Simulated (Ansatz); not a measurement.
Program: Ansatz. Geometries: PBE0-D4/def2-TZVP. ΔE: electronic, gas phase. CBS: MP2 limit from def2 TZ/QZ plus the TZ coupled-cluster correction, frozen cores. DFT in def2-TZVPP. HSE06 is defined as in plane-wave codes. def2 core potentials past Kr. For In outer-core shells are correlated without core-valence functions, which leaves a few kJ/mol of doubt a bond. Each species was taken in one conformer, which may not be the lowest.

Consider the ligand exchange at the In–C bond: `[CH3][In]([F])[c]1ccccc1` + silanol → `[CH3][In]([F])[O][SiH3]` + benzene.

| level | ΔE (kJ/mol) | difference from CCSD(T)/CBS |
| --- | --- | --- |
| B97M-V | -68.0 | -9.6 |
| r2SCANh-D4 | -59.0 | -0.6 |
| B2PLYP | -60.7 | -2.3 |
| PBE0 | -55.8 | 2.6 |
| HSE06 | -55.5 | 2.9 |
| BHLYP | -67.6 | -9.2 |
| CCSD(T)/def2-SVP | -67.5 | -9.1 |
| MP2/def2-QZVPP | -51.3 | 7.1 |
| SCS-MP2/def2-QZVPP | -58.3 | 0.1 |
| CCSD/CBS(def2) | -61.6 | -3.2 |
| CCSD(T)/CBS | -58.4 | 0 |

Largest T1 diagnostic among the species: 0.015.

The D4 term adds +5.4 kJ/mol with B3LYP and +3.1 kJ/mol with PBE0; it sums over pairs of atoms, weighted by their polarisabilities, and B3LYP, whose exchange is more repulsive, gets the larger term. Leaving LDA and LC-ωPBE aside and taking each functional with its dispersion term where it has one, the values, not all of them listed here, spread over 17.4 kJ/mol, from B97M-V to revPBE-D4. LDA lies +9.8 kJ/mol from PBE without D4.

B3LYP here is the variant with VWN-RPA as its local correlation; programs differ in this.
